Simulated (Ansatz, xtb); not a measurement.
# Relaxing a trial structure of CH2AlBSb

The starting geometry of this gas-phase doublet was built from a drawn formula by distance geometry; its bonds are those of `[B]1=[C][SbH][AlH]1`.

```xyz
6

C    -2.5668    1.1105    2.1495
Al   -0.0047    0.2207    2.5718
B    -2.0033    0.1930    2.8572
Sb   -1.0441    2.0975    1.1336
H    -1.0631    1.9659   -0.6134
H     1.3458   -0.2703    3.2595
```

Question: Where would you expect an optimisation with r2SCAN-D4/def2-SVP to take it?

Answer: It keeps its bonds, and is `[B]1=[C][SbH][AlH]1`.

The energy falls by 0.80 eV over 10 steps:

```csv
step,E − E(last) (eV)
1,0.799
2,0.129
3,0.025
4,0.009
5,0.005
6,0.002
7,0.001
8,0.000
9,0.000
10,0.000
```

Final geometry (Å):

```xyz
6

C    -2.6737    1.2507    2.0900
Al   -0.0089    0.2160    2.6271
B    -2.0011    0.1482    2.6334
Sb   -1.0461    2.3587    1.2310
H    -1.0265    1.6049   -0.3321
H     1.4200   -0.2612    3.1086
```

From the same start GFN2-xTB ends elsewhere, at `[SbH][C]1=[B][AlH]1`.

No frequencies were run, so the end isn't proven a minimum. Open shells are spin-unrestricted. Atoms past krypton carry core potentials, without spin–orbit terms. Run with Ansatz 0.2.0, 4.3 min on 1 thread of AMD EPYC (Zen 3) (shared host).
